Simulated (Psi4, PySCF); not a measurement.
vinyl chloride (C2H3Cl), singlet, at a GFN2-xTB geometry. Base run: HF/6-31G*, TDHF run with PySCF.

The PySCF input:
```python
from pyscf import gto, scf, tdscf

mol = gto.M(
    atom='''
C    -0.001662    0.754022   -0.000887
C     1.288373    1.021459   -0.013454
Cl   -0.624479   -0.849898    0.006946
H    -0.773014    1.508554    0.005532
H     2.034912    0.246855   -0.019613
H     1.633983    2.039976   -0.017955
''',
    basis='6-31g*',
    charge=0,
    spin=0,
    verbose=4,
)

mf = scf.RHF(mol)
mf.kernel()
td = mf.TDHF()
td.nstates = 5
td.kernel()
td.analyze()
```

Programs used: Psi4, PySCF; a row that names a program was run with it.

Each row names what was changed in the base input (with any setting that the change needs).

| change | first excitation (eV) | oscillator strength of the first | second (eV) |
|---|---|---|---|
| base | 7.83 | 0.483 | 7.92 |
| basis = def2-SVP | [?] | [?] | [?] |
| functional = blyp | 6.60 | 0.000 | 6.72 |
| response = Tamm-Dancoff | [?] | [?] | [?] |
| nstates = 2 | 7.83 | 0.483 | 7.92 |
| functional = bhandhlyp | 7.36 | 0.001 | 7.58 |
| code = psi4 | 7.83 | 0.483 | 7.92 |
| functional = m062x | 7.17 | 0.001 | 7.48 |
| states = triplets; response = Tamm-Dancoff | [?] | - | [?] |
| functional = wb97x | 7.41 | 0.002 | 7.53 |
| basis = aug-cc-pVDZ | 7.12 | 0.021 | 7.13 |

Some entries are withheld; supply them.


- basis = def2-SVP, first excitation (eV): 7.71
- basis = def2-SVP, oscillator strength of the first: 0.473
- basis = def2-SVP, second (eV): 8.30
- response = Tamm-Dancoff, first excitation (eV): 8.00
- response = Tamm-Dancoff, oscillator strength of the first: 0.003
- response = Tamm-Dancoff, second (eV): 8.27
- states = triplets; response = Tamm-Dancoff, first excitation (eV): 3.65
- states = triplets; response = Tamm-Dancoff, second (eV): 7.18

An iterative solver can miss low states, so a row lists the states that it found.
